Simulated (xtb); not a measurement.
F₆Se, quintet, at a GFN2-xTB geometry of the parent state (a higher spin typed on purpose: for a closed-shell molecule this is an excited state); GFN2-xTB run with xtb 6.7.1.

Here is a job for xtb.
```
$ xtb mol.xyz --gfn 2 --chrg 0 --uhf 4 --json

# file mol.xyz
7

F      1.10914278    -1.83390655    -0.26079841
Se     0.02452152    -0.00240968    -0.04108596
F      1.47453512     1.55844914    -0.24167999
F     -1.20518541    -1.08465898     0.44499506
F     -1.22685075     0.14212501    -1.77089370
F      0.70282702    -0.08429687     1.52509206
F     -0.94710561     1.31139148     0.45849858
```

Problem. What does xtb print? Leave out banner, timings and long lists.

Solution. 
```
   ID    Z sym.   atoms
    1    9 F      1, 3-7
    2   34 Se     2

           -------------------------------------------------
          |                Calculation Setup                |
           -------------------------------------------------

molecular fragmentation (1/2 indicates fragments):
1111112
# atoms in fragment 1/2:     6     1
 fragment masses (1/2) :      173.95       19.00
CMA distance (Bohr)    :   3.526
constraining FC (au)   :  0.0500

           -------------------------------------------------
          |                 G F N 2 - x T B                 |
           -------------------------------------------------

          ...................................................
          :                      SETUP                      :
          :.................................................:
          :  # basis functions                  34          :
          :  # atomic orbitals                  33          :
          :  # shells                           15          :
          :  # electrons                        48          :
          :  max. iterations                   250          :
          :  Hamiltonian                  GFN2-xTB          :
          :  restarted?                      false          :
          :  GBSA solvation                  false          :
          :  PC potential                    false          :
          :  electronic temp.          300.0000000     K    :
          :  accuracy                    1.0000000          :
          :  -> integral cutoff          0.2500000E+02      :
          :  -> integral neglect         0.1000000E-07      :
          :  -> SCF convergence          0.1000000E-05 Eh   :
          :  -> wf. convergence          0.1000000E-03 e    :
          :  Broyden damping             0.4000000          :
          :  net charge                          0          :
          :  unpaired electrons                  4          :
          ...................................................

 iter      E             dE          RMSdq      gap      omega  full diag
   1    -31.0513430 -0.310513E+02  0.760E+00    0.00       0.0  T
   2    -30.6885979  0.362745E+00  0.636E+00    0.00       1.0  T
   3    -30.9715443 -0.282946E+00  0.592E+00    0.00       1.0  T
   4    -30.9872863 -0.157420E-01  0.420E+00    0.00       1.0  T
   5    -31.0652554 -0.779691E-01  0.209E+00    0.00       1.0  T
   6    -30.5983762  0.466879E+00  0.575E+00    0.01       1.0  T
[...]
         :: total energy             -31.099538816055 Eh    ::
[...]
                  HL-Gap            0.0000000 Eh            0.0000 eV
             Fermi-level           -0.4129135 Eh          -11.2359 eV

     #   Z          covCN         q      C6AA      α(0)
     1   9 F        0.624    -0.061     9.929     3.718
     2  34 Se       4.222     0.453   221.178    25.914
     3   9 F        0.624    -0.061     9.929     3.718
     4   9 F        0.783    -0.090    10.156     3.764
     5   9 F        0.624    -0.061     9.929     3.718
     6   9 F        0.783    -0.090    10.156     3.764
     7   9 F        0.783    -0.090    10.156     3.764

 Mol. C6AA /au·bohr⁶  :       1110.937481
 Mol. C8AA /au·bohr⁸  :      40354.962977
 Mol. α(0) /au        :         48.360873

Wiberg/Mayer (AO) data.
largest (>0.10) Wiberg bond orders for each atom

 ---------------------------------------------------------------------------
     #   Z sym  total        # sym  WBO       # sym  WBO       # sym  WBO
 ---------------------------------------------------------------------------
     1   9 F    0.730 --     2 Se   0.424
     2  34 Se   4.060 --     7 F    0.930     4 F    0.930     6 F    0.930
                             1 F    0.424     5 F    0.424     3 F    0.424
     3   9 F    0.730 --     2 Se   0.424
     4   9 F    1.202 --     2 Se   0.930
     5   9 F    0.730 --     2 Se   0.424
     6   9 F    1.202 --     2 Se   0.930
     7   9 F    1.202 --     2 Se   0.930
 ---------------------------------------------------------------------------

Topologies differ in total number of bonds
Writing topology from bond orders to xtbtopo.mol

molecular dipole:
                 x           y           z       tot (Debye)
 q only:        0.109      -0.011      -0.183
   full:       -0.196       0.019       0.328       0.972
molecular quadrupole (traceless):
                xx          xy          yy          xz          yz          zz
 q only:       -0.090      -0.032      -0.417      -0.553       0.054       0.506
  q+dip:       -0.129      -0.046      -0.597      -0.793       0.078       0.726
   full:       -0.236      -0.085      -1.094      -1.451       0.143       1.330

           -------------------------------------------------
          | TOTAL ENERGY              -31.099538816055 Eh   |
          | GRADIENT NORM               0.251999715334 Eh/α |
          | HOMO-LUMO GAP               0.000000889351 eV   |
           -------------------------------------------------

normal termination of xtb
```
